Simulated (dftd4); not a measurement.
C$_{3}$H$_{9}$Bi, singlet, geometry from GFN2-xTB (such geometries of metal compounds can be far from the true shape); D4 for pbe in dftd4 4.2.0.

Here is a job for dftd4.
```
$ dftd4 mol.xyz --func pbe --charge 0 --json dftd4.json --noedisp --grad

# file mol.xyz
13

Bi    -0.00265924    -0.00463990     0.32774277
C     -1.05486994    -1.53919065    -0.96882360
H     -0.64425811    -2.52383649    -0.78776141
H     -0.90946744    -1.27908881    -2.00731595
H     -2.11451925    -1.54953889    -0.74958142
C     -0.80582360     1.70974853    -0.92080720
H     -0.65333574     1.48323884    -1.96613109
H     -0.28504596     2.62610321    -0.67562231
H     -1.86385686     1.84117722    -0.73586087
C      1.88353121    -0.13071016    -0.92504196
H      1.61103079    -0.12000137    -1.97045578
H      2.41685485    -1.04639693    -0.70569174
H      2.52628836     0.71436864    -0.71619253
```

Q: Write the output that dftd4 gives for this input, abridged.

A: 
```
                    ____  _____ _____     ____  _  _
      -------------|  _ \|  ___|_   _|---|  _ \| || |------------
     |             | | | | |_    | | ___ | | | | || |_           |
     |             | |_| |  _|   | ||___|| |_| |__   _|          |
     |             |____/|_|     |_|     |____/   |_|            |
     |             ===================================           |
     |            E. Caldeweyher, S. Ehlert & S. Grimme          |
     |          Mulliken Center for Theoretical Chemistry        |
     |                    University of Bonn                     |
      -----------------------------------------------------------

Rational (Becke-Johnson) damping: pbe-D4-ATM
---------------------
  s6         1.0000
  s8         0.9595
  s9         1.0000
  a1         0.3857
  a2         4.8069
 alp        16.0000
--------------------

Dispersion energy:      -1.0277046557131E-02 Eh

Gradient norm:           8.6204960158208E-04 Eh/a0
--------------------------------------------------
     #    Z           dE/dx      dE/dy      dE/dz
--------------------------------------------------
     1   83 Bi   -2.248E-06 -3.923E-06  2.771E-04
     2    6 C    -2.407E-04 -3.522E-04 -6.792E-05
     3    1 H    -6.446E-05 -7.196E-05 -7.439E-06
     4    1 H    -7.252E-05 -1.061E-04 -2.174E-05
     5    1 H    -4.310E-05 -8.472E-05 -7.410E-06
     6    6 C    -1.847E-04  3.863E-04 -5.701E-05
     7    1 H    -5.567E-05  1.164E-04 -1.846E-05
     8    1 H    -5.183E-05  7.986E-05 -5.151E-06
     9    1 H    -3.010E-05  9.198E-05 -4.839E-06
    10    6 C     4.269E-04 -3.153E-05 -5.796E-05
    11    1 H     1.287E-04 -9.468E-06 -1.874E-05
    12    1 H     9.508E-05  5.112E-06 -5.017E-06
    13    1 H     9.471E-05 -1.976E-05 -5.409E-06
--------------------------------------------------

Virial:
--------------------------------------------------
      component           x          y          z
--------------------------------------------------
          x       4.137E-03 -3.872E-07  2.735E-05
          y      -3.872E-07  4.136E-03  4.772E-05
          z       2.735E-05  4.772E-05  7.662E-04
--------------------------------------------------

[Info] Dispersion results written to 'dftd4.txt'
[Info] JSON dump of results written to 'dftd4.json'
```
